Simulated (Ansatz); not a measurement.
The cluster In4N4⁺, relaxed as a doublet with UKS r2SCAN-D4/def2-SVP in Ansatz, starting from the GFN1-xTB geometry. Force threshold 0.03 eV/Å.

In the def2 sets In takes a core potential; there is no spin–orbit coupling. The charge 1 doublet is spin-contaminated (final ⟨S²⟩ up to 2.72, 0.75 for a pure state). Another isomer (doublet) lies 0.84 eV lower at PBE0-D4/def2-TZVP; other spin states weren't run for this one.

Start:

Cartesian coordinates in Å:
```
In 1.468 -0.881 0.513
In -1.474 -0.010 1.098
In -1.859 -0.077 -1.904
In 1.816 1.711 -1.011
N 3.092 0.591 0.273
N -3.067 -0.702 -0.265
N 0.052 -1.147 2.128
N -0.029 0.515 -0.832
```

(1) Estimate the energy that the relaxation releases and the steps that it takes.

(2) Does the start keep its bonding and symmetry?

(3) Predict the relaxed structure.

Results:

(1) 85.9 kJ/mol, in 17 steps; 4.3 min on 6 threads of Intel Xeon on a shared host. No frequencies were taken in this run, so the end may be a saddle point.

(2) By distances, no bond broke or formed. The bond that changes most is In2–N8, from 2.47 to 2.28 Å (atoms count from 1).

(3) 
| atom | x (Å) | y (Å) | z (Å) |
| --- | --- | --- | --- |
| In1 | 1.578 | -0.630 | 0.860 |
| In2 | -1.502 | -0.621 | 0.966 |
| In3 | -1.540 | -0.034 | -2.043 |
| In4 | 1.512 | 1.853 | -0.942 |
| N5 | 2.989 | 0.354 | -0.278 |
| N6 | -3.080 | -0.277 | -0.386 |
| N7 | 0.071 | -0.988 | 2.295 |
| N8 | -0.028 | 0.344 | -0.473 |
Bond lengths (bridged metal pairs left out): 10 × In–N 2.06 to 2.30 Å.
